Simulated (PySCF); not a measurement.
**C₆ coefficients of unlike pairs at PBE**

Calculated with PySCF 2.14 from the dipole response of each species, C₆(A,B) = (3/π) ∫ α_A(iu) α_B(iu) du, in atomic units, from isotropic polarisabilities. For ions this is the dispersion term alone; charge-induced terms of lower order in 1/R come first.

```csv
species,configuration,basis,relativity,α (bohr³),C₆ (like pair)
N³⁺,[He] 2s2 (1S),aug-cc-pwCVDZ (5s4p2d),none,2.101,2.053
Xe³⁺,[Kr] 4d10 5s2 5p3 (4S),"aug-cc-pVTZ-PP with one added diffuse shell each of d, f type with ECP28MDF (6s5p5d3f)",core potential,9.426,53.10
V⁺,[Ar] 3d4 (5D),"aug-cc-pVTZ with one added diffuse shell each of s, p, d, f, g type (9s8p6d4f3g)",none,18.18,69.05
Al,[Ne] 3s2 3p1 (2P),aug-cc-pV(D+d)Z (5s4p3d),none,62.84,565.8
```

Question: Estimate C₆ for Al with V⁺.

Answer: The integral gives 187.8. The combination rule 2 C_A C_B / (C_A α_B/α_A + C_B α_A/α_B) gives 194.2 and the geometric mean 197.6.

No spin-orbit coupling is included.

The other pairs:

```csv
pair,C₆
"Al, N³⁺",29.54
"Al, Xe³⁺",140.8
"V⁺, Xe³⁺",57.46
"Xe³⁺, N³⁺",10.37
"V⁺, N³⁺",11.55
```
